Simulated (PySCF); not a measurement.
**Electron correlation in Mn (manganese, neutral)**

[Ar] 3d5 4s2, high-spin 6S determinant. All numbers are calculated (PySCF 2.14, the spin-free X2C one-electron Hamiltonian (Gaussian nucleus), in x2c-TZVPPall with one added diffuse shell each of s, p, d, f type (7s6p5d3f1g, 80 functions)). Frozen: [Ne]; 15 electrons correlated.

MP2 pair energies summed by pair of shells (mhartree):

| pair | energy | share (%) |
| --- | --- | --- |
| 3p-3d | -171.07 | 38.1 |
| 3p-3p | -77.88 | 17.4 |
| 3d-3d | -71.33 | 15.9 |
| 3s-3p | -31.11 | 6.9 |
| 3d-4s | -27.70 | 6.2 |
| 3s-3d | -26.96 | 6.0 |
| 4s-4s | -21.76 | 4.8 |
| 3p-4s | -15.74 | 3.5 |
| 3s-3s | -4.21 | 0.9 |
| 3s-4s | -1.06 | 0.2 |

Total MP2 correlation energy: -448.83 mhartree.

Same-spin part -165.53 and opposite-spin part -283.29 mhartree; SCS-MP2 scales them by 1/3 and 6/5 to -395.13 mhartree.

This basis was not built for core-valence correlation, so the inner-shell part is incomplete.
